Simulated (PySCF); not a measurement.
Two-component Hartree-Fock for Ti⁺ (titanium, charge +1)

Start: [Ar] 3d2 4p1; 3d5/2 filled at m_j = +3/2, +5/2; 4p3/2 filled at m_j = +3/2. Calculated with PySCF 2.14 in x2c-SVPall-2c with one added diffuse shell each of s, d type (6s5p4d1f, 48 functions): generalised Hartree-Fock with the X2C-1e Hamiltonian and a Gaussian nucleus; one run each with spin-orbit coupling (SO) switched off, then screened by Boettger's factors. This is a chosen level, not necessarily the ground level.

| spinor shell | electrons | ε, spin-free (eV) | ε, screened SO (eV) | weight of nominal j (screened SO) | rms radius, screened SO (bohr) |
| --- | --- | --- | --- | --- | --- |
| 1s1/2 | 2 | -5024.1 | -5024.1 | 1.000 | 0.0805 |
| 2s1/2 | 2 | -596.74 | -596.75 | 1.000 | 0.350 |
| 2p1/2 | 2 | -492.77 | -496.60 | 0.996 | 0.318 |
| 2p3/2 | 4 | -492.77 | -490.90 | 0.998 | 0.321 |
| 3s1/2 | 2 | -86.750 | -86.757 | 1.000 | 1.08 |
| 3p3/2 | 4 | -56.787 | -57.379 | 0.858 | 1.18 |
| 3p1/2 | 2 | -56.787 | -55.626 | 0.716 | 1.18 |
| 3d5/2 | 2 | -19.699 | -19.689 | 0.898 | 1.65 |
| 4p3/2 | 1 | -9.245 | -9.227 | 1.000 | 3.63 |

| quantity | spin-free | screened SO |
| --- | --- | --- |
| E (hartree) | -852.28052 | -852.28324 |
| M_J | 11/2 | 11/2 |
| ⟨J²⟩ | 35.756 | 35.756 |
| ⟨L²⟩ | 20.005 | 20.006 |
| ⟨S²⟩ | 3.750 | 3.751 |

Each row is a mean over spinors that exchange with the open shell spreads, by up to 7.658 eV (3p3/2).

Rows whose weight is well below 1 are mixtures of j = l ± 1/2: exchange outweighs spin-orbit coupling there, and the label is only the starting occupation.

Without spin-orbit coupling the j labels of p, d and f shells carry no meaning; the spin-free column gives the mean over the occupied spinors of each nl shell.
